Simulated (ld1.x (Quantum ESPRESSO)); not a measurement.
# Pseudopotential generation for Cu (Z = 29): ultrasoft, PBEsol, scalar-relativistic.

| Property | Result |
| --- | --- |
| Element | copper (Cu) |
| Generator | ld1.x (Quantum ESPRESSO) 7.5 |
| Type | ultrasoft |
| Functional | PBEsol |
| Relativity | scalar-relativistic |
| Frozen core | [Ne] |
| Valence charge | 19 |
| Reference configuration | 3s2 3p6 3d9 4s0 4p0 (charge +2) |
| Partial waves | 3s (bound): rcut 0.95, rcutus 1.20 bohr; 4s (bound, empty): rcut 0.95, rcutus 1.20 bohr; 3p (bound): rcut 1.35, rcutus 1.60 bohr; 4p (bound, empty): rcut 1.35, rcutus 1.60 bohr; 3d (bound): rcut 0.95, rcutus 1.05 bohr; 3d channel at 0.2 Ry: rcut 0.95, rcutus 1.05 bohr |
| Local potential | all-electron potential smoothed inside 1.50 bohr (lloc = -2) |
| Core correction | Bessel-smoothed model core inside 0.50 bohr |
| Augmentation charge | PSQ, inside the norm-conserving radii |

(1) Estimate the cutoffs (Ry, on a coarse ladder) from which the occupation-weighted sum of valence levels, in a spherical-Bessel basis at the reference potential, stays within 10 and 1 mRy of its value at 400 Ry.

(2) What does a ghost test show?

(3) Is the overlap operator S = 1 + Σ q|β⟩⟨β| positive definite (Bessel basis up to 400 Ry)?

(4) Which valence shell sets the plane-wave cutoff?

## Answers

(1) 140 Ry and 230 Ry.

(2) No extra level below or beside the all-electron valence levels (s, p, d, f tested).

(3) Yes: its lowest eigenvalue is 0.12 (s channel).

(4) 3d: its level needs 140 Ry to come within 1 mRy, against 45 Ry for 3s.

Test run stopped at test 1 of 7 (negative rho).
